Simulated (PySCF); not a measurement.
Ligand exchange on a metal centre used in film growth or etching (Ti NH2-H). Gas-phase values, no solvent. One relaxed conformer stands for each flexible species; it need not be the lowest.

The HOMO from two functionals at the same geometries (BP86-D3(BJ)/def2-SVP), both in PySCF: PBE-D3(BJ)/def2-TZVP and TPSSh-D3(BJ)/def2-TZVP. 

```tsv
species	PBE-D3(BJ)/def2-TZVP (eV)	TPSSh-D3(BJ)/def2-TZVP (eV)
0 of 4 NH2 replaced by H ([Ti(NH2)4])	-5.42	-6.01
1 of 4 NH2 replaced by H ([Ti(NH2)3(H)])	-5.89	-6.67
3 of 4 NH2 replaced by H	-6.75	-7.56
4 of 4 NH2 replaced by H ([Ti(H)4])	-7.43	-8.23
```

Over these rows, drawn at random from the members with no instability flagged (it was tested for open shells, ions and some series alone), PBE minus TPSSh-D3(BJ): mean +0.75 eV, from +0.59 eV to +0.81 eV.
